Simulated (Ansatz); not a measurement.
`CCCCCCCCCC[SeH]`, relaxed as a singlet with RKS PBE-D4/def2-SVP in Ansatz, starting from the GFN2-xTB geometry. Force threshold 0.03 eV/Å.

Start:

Cartesian coordinates in Å:
```
C -0.135 -0.162 -5.289
C 0.327 -0.060 -3.840
C 0.342 -1.428 -3.160
C 0.898 -1.396 -1.736
C -0.002 -0.653 -0.750
C 0.541 -0.728 0.675
C -0.370 -0.016 1.672
C 0.162 -0.117 3.098
C -0.787 0.468 4.142
C -0.958 1.974 4.036
Se 0.786 2.913 4.209
H -1.143 -0.567 -5.338
H 0.523 -0.818 -5.855
H -0.134 0.818 -5.762
H -0.341 0.613 -3.301
H 1.332 0.369 -3.807
H -0.673 -1.831 -3.142
H 0.956 -2.107 -3.758
H 1.886 -0.931 -1.743
H 1.021 -2.425 -1.387
H -1.002 -1.091 -0.778
H -0.088 0.394 -1.044
H 0.645 -1.777 0.964
H 1.534 -0.275 0.708
H -0.457 1.032 1.380
H -1.368 -0.460 1.630
H 1.126 0.402 3.164
H 0.339 -1.167 3.341
H -1.773 0.006 4.038
H -0.409 0.226 5.140
H -1.387 2.267 3.077
H -1.588 2.347 4.844
H 0.198 4.182 4.574
```

Q: Estimate the energy that the relaxation releases and the steps that it takes.

A: 21.3 kJ/mol, in 11 steps; 52 s on 4 threads of Arm Neoverse V1 on a shared host. The force fell under the threshold at step 9, but the optimiser went on. No frequencies were taken in this run, so the end may be a saddle point.

Q: Does the start keep its bonding?

A: By distances, no bond broke or formed. The bond that changes most is Se11–H33, from 1.44 to 1.49 Å (atoms count from 1).

Q: Predict the relaxed structure.

A: 
```xyz
33

C    -0.131   -0.050   -5.293
C     0.334   -0.019   -3.836
C     0.371   -1.406   -3.184
C     0.890   -1.431   -1.740
C     0.011   -0.692   -0.724
C     0.511   -0.811    0.718
C    -0.354   -0.063    1.737
C     0.155   -0.188    3.176
C    -0.729    0.488    4.233
C    -0.981    1.982    4.025
Se    0.738    2.983    3.944
H    -1.155   -0.472   -5.380
H     0.536   -0.682   -5.916
H    -0.149    0.963   -5.743
H    -0.332    0.654   -3.252
H     1.348    0.438   -3.775
H    -0.650   -1.852   -3.215
H     1.007   -2.075   -3.807
H     1.919   -1.004   -1.711
H     0.998   -2.489   -1.414
H    -1.030   -1.084   -0.788
H    -0.058    0.385   -0.994
H     0.569   -1.887    1.000
H     1.556   -0.430    0.778
H    -0.395    1.011    1.449
H    -1.402   -0.438    1.680
H     1.187    0.228    3.231
H     0.257   -1.264    3.438
H    -1.723   -0.014    4.255
H    -0.282    0.330    5.239
H    -1.530    2.172    3.081
H    -1.572    2.397    4.863
H     0.085    4.318    3.919
```
Bond lengths: 9 × C–C 1.53 to 1.54 Å; 1 × C–Se 1.99 Å; 21 × C–H 1.11 Å; 1 × H–Se 1.49 Å.
